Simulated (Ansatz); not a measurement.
Breaking the Sn1–F2 bond in ClFSn (SMILES [F][Sn][Cl]) (multiplicity 1 held, fragments rigid). Energies count from the point at 1.951 Å.
Geometry at that point (charge 0, multiplicity 1):
| atom | x (Å) | y (Å) | z (Å) |
|---|---|---|---|
| Sn | 0.1909 | 0.1489 | 0.4976 |
| F | 0.9072 | 1.4228 | -0.7953 |
| Cl | -1.0418 | -1.1911 | -1.0426 |

Signs of static correlation in def2-TZVPP, from Ansatz (a quantum-chemistry and plane-wave program) runs.

```json
[
 {"R (Å)": "1.561", "T1 of restricted CCSD": "0.012", "⟨S²⟩ of UHF": "0.000", "largest double amplitude of restricted CCSD": "0.072"},
 {"R (Å)": "1.756", "T1 of restricted CCSD": "0.013", "⟨S²⟩ of UHF": "0.000", "largest double amplitude of restricted CCSD": "0.071"},
 {"R (Å)": "1.951", "T1 of restricted CCSD": "0.015", "⟨S²⟩ of UHF": "0.000", "largest double amplitude of restricted CCSD": "0.069"},
 {"R (Å)": "2.146", "T1 of restricted CCSD": "0.017", "⟨S²⟩ of UHF": "0.000", "largest double amplitude of restricted CCSD": "0.066"},
 {"R (Å)": "2.342", "T1 of restricted CCSD": "0.019", "⟨S²⟩ of UHF": "0.000", "largest double amplitude of restricted CCSD": "0.061"},
 {"R (Å)": "2.634", "T1 of restricted CCSD": "0.024", "⟨S²⟩ of UHF": "0.000", "largest double amplitude of restricted CCSD": "0.062"},
 {"R (Å)": "2.927", "T1 of restricted CCSD": "0.030", "⟨S²⟩ of UHF": "0.727", "largest double amplitude of restricted CCSD": "?"},
 {"R (Å)": "3.415", "T1 of restricted CCSD": "0.047", "⟨S²⟩ of UHF": "0.965", "largest double amplitude of restricted CCSD": "?"},
 {"R (Å)": "3.903", "T1 of restricted CCSD": "0.078", "⟨S²⟩ of UHF": "1.006", "largest double amplitude of restricted CCSD": "0.170"},
 {"R (Å)": "4.488", "T1 of restricted CCSD": "0.166", "⟨S²⟩ of UHF": "1.019", "largest double amplitude of restricted CCSD": "0.501"},
 {"R (Å)": "5.269", "T1 of restricted CCSD": "0.045", "⟨S²⟩ of UHF": "1.019", "largest double amplitude of restricted CCSD": "0.058"},
 {"R (Å)": "6.244", "T1 of restricted CCSD": "0.032", "⟨S²⟩ of UHF": "1.019", "largest double amplitude of restricted CCSD": "0.058"}
]
```

Q: Complete the blanks.

A: 
- 2.927, largest double amplitude of restricted CCSD: 0.075
- 3.415, largest double amplitude of restricted CCSD: 0.100

Doubts at one or more of the structures used: a restricted determinant that unrestricted orbitals would lower (R-CCSD(T)/def2-TZVPP); T1 above 0.05 (R-CCSD(T)/def2-TZVPP, U-CCSD(T)/def2-TZVPP); other coupled-cluster roots lie near (R-CCSD(T)/def2-TZVPP); a spin-contaminated determinant (U-CCSD(T)/def2-TZVPP).
